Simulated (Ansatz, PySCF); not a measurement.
This Ansatz (a program for electronic structure) input computes a SVWN5/def2-TZVPD energy:

Ansatz 0.2 input:
```yaml
crystal:
  periodic: [false, false, false]
  atoms:
    - {symbol: Li, position_ang: [-1.20992950, -0.69939566, -1.04594388]}
    - {symbol: C, position_ang: [0.37372186, 0.21602865, 0.32307013]}
    - {symbol: H, position_ang: [0.76040696, -0.71883287, 0.71460086]}
    - {symbol: H, position_ang: [-0.30744477, 0.79479214, 0.93775102]}
    - {symbol: H, position_ang: [0.93449518, 0.72605576, -0.45294105]}
basis:
  gaussian:
    orbitals: def2-TZVPD
hamiltonian:
  xc: {name: SVWN5}
total_charge: 1
magnetization: {spin_polarized: true, initial_magnetization: 1}
output: {forces: true}
```

### Question
Write an input for the same energy in PySCF and say what it gives.

### Answer

```python
from pyscf import gto, scf, dft

mol = gto.M(
    atom='''
    Li   -1.20992950   -0.69939566   -1.04594388
    C     0.37372186    0.21602865    0.32307013
    H     0.76040696   -0.71883287    0.71460086
    H    -0.30744477    0.79479214    0.93775102
    H     0.93449518    0.72605576   -0.45294105
    ''',
    basis='def2-tzvpd',
    charge=1,
    spin=1,
    verbose=4,
)

mf = dft.UKS(mol, xc='svwn').density_fit(auxbasis='def2-universal-jkfit')
mf.grids.level = 3
mf.conv_tol = 1e-9
mf.max_cycle = 100
mf.max_memory = 1500
mf.kernel()
if not mf.converged:
    mf = mf.newton()
    mf.kernel(mf.make_rdm1())
for _ in range(2):
    mo, _, stable, _ = mf.stability(return_status=True)
    if stable:
        break
    mf.kernel(mf.make_rdm1(mo, mf.mo_occ))
mf.analyze()
```
It gives -46.61230 Eh, and Ansatz -46.61224 Eh, a difference of 0.06 mEh, from the treatment of integrals and grids.
